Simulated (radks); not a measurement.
Values are calculated unless marked as measured or tabulated.
Dipole-allowed excitations along the series with 3 electrons in [He] 2s1. Level of theory: scalar-relativistic Kohn-Sham, LDA (Slater exchange, Perdew-Wang correlation), spin-polarised, spherical densities, finite nucleus; open shells are filled with parallel spins first; Fermi nuclear charge, rms radius of each element as measured or else 0.836 A^(1/3) + 0.57 fm (a radial shooting solver on a logarithmic mesh with Libxc functionals). Time-dependent linear response with the Hartree and adiabatic LDA kernel, continuum included through the Sternheimer equations, no spin-orbit coupling, so fine structure and intercombination lines are absent. Lines are the poles of the dipole polarisability below minus the highest occupied eigenvalue, found on a grid refined at the orbital gaps; the lowest seven at most are given, and weak or close lines can be missed. The first line takes the name of the lowest orbital gap if no other gap lies below it; otherwise a line is named after a gap within 0.6 % of it, if that gap stands alone.

species  -e(HOMO) (eV)  lowest orbital gap (eV)  first line (eV)       f  strongest line (eV)  its f  static alpha (bohr^3)
Mn22+           1841.3             2s-2p 55.425   58.884 (2s-2p)  0.0663       1066.9 (2s-3p)  0.372                0.01451
Fe23+           2005.6             2s-2p 59.293   62.916 (2s-2p)  0.0651       1160.9 (2s-3p)  0.373                0.01249
Co24+           2177.1             2s-2p 63.414   67.207 (2s-2p)  0.0642       1259.0 (2s-3p)  0.374                0.01079
Ni25+           2355.9             2s-2p 67.810   71.777 (2s-2p)  0.0635       1361.3 (2s-3p)  0.375               0.009350
